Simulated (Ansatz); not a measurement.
Ansatz (a program for electronic structure) input:

Ansatz 0.2 input:
```yaml
crystal:
  periodic: [false, false, false]
  atoms:
    - {symbol: Zr, position_ang: [-0.00000000, -0.00000000, -0.29471518]}
    - {symbol: O, position_ang: [0.00000000, 0.00000000, 1.47357589]}
basis:
  gaussian:
    orbitals: def2-TZVP
total_charge: -1
magnetization: {spin_polarized: true, initial_magnetization: 1}
correlation: {method: mp2, electrons: outside_noble_gas}
relax: {f_tol: 0.003, max_steps: 100}
```

Q: What final total energy does it print?

A: -121.76498 Eh (MP2/def2-TZVP). The basis has 71 functions.

The spin state was set by rule; other spins were not relaxed.

The determinant is spin-contaminated: <S^2> is 1.33 against 0.75 for a pure state.
